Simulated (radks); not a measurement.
Values are calculated unless marked as measured or tabulated.
Species: the chromium ion Cr5+. Configuration: [Ar] 3d1. Level of theory: scalar-relativistic Kohn-Sham, BLYP, spin-polarised, spherical densities, finite nucleus; open shells are filled with parallel spins first; Fermi nuclear charge, rms radius 3.6452 fm (a radial shooting solver on a logarithmic mesh with Libxc functionals).

Normalised radial functions P(r) = r R(r), r in bohr:

```
   r/bohr * 2p up, o 3p down, + 4s up (the largest magnitude, 1.9, reaches the edge; | marks zero, & curves that meet)
 0.004521                             &+
 0.005839                             &+
 0.007543                             &+
 0.009666                             o&
  0.01249                             o*+
  0.01613                             |&+
  0.02083                             |o&
  0.02691                             |o+*
  0.03477                             | &  *
  0.04491                             | +o   *
  0.05801                             | + o     *
  0.07494                             +    o        *
   0.0968                            +|      o           *
    0.124                           + |       o              *
   0.1602                         +   |        o                *
    0.207                         +   |       o                  *
   0.2674                          +  |   o                    *
   0.3454                            o+                   *
   0.4461                     o       |   +        *
   0.5763               o             |     +*
   0.7444             o               |  *  +
   0.9616              o              |*+
    1.242                   o    +    *
    1.605                   +   o     *
    2.056                 +         o *
    2.656                     +      o*
    3.431                         +   &
    4.432                            +&
    5.725                             &
```

2p up: eigenvalue -649.68 eV, 0 radial nodes, <r> = 0.260 bohr, 90 % of the charge inside 0.427 bohr. 3p down: eigenvalue -124.26 eV, 1 radial node at r = 0.328 bohr, <r> = 0.896 bohr, 90 % of the charge inside 1.36 bohr. 4s up (empty): eigenvalue -54.488 eV, 3 radial nodes at r = 0.0826, 0.347, 1.03 bohr, <r> = 2.06 bohr, 90 % of the charge inside 2.94 bohr.
